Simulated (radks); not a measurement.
The numbers below are computed, except where a source is named.
Task: Spherical quantum dot in the effective-mass picture: electrons in a well V = -V0 / (1 + exp((r - R)/a)) with V0 = 2.96, R = 7.52, a = 0.25, with a point charge +1 (a donor) at the centre, all in effective atomic units (hartree* = m*/eps^2 hartree, bohr* = eps/m* bohr), one dielectric constant everywhere. Level of theory: non-relativistic Kohn-Sham, PBEsol, spin-polarised, spherical densities (a radial shooting solver with Libxc functionals). Levels are named by radial order and angular momentum (1s, 1p, 1d, 2s, ...), and open shells are averaged over m. At N = 2 the configuration is 1s2. Does electron 3 go into 2s up or 1p up?

Result: Into 1p up. The total energies of the other choices lie higher by 0.0311 hartree* (2s up).
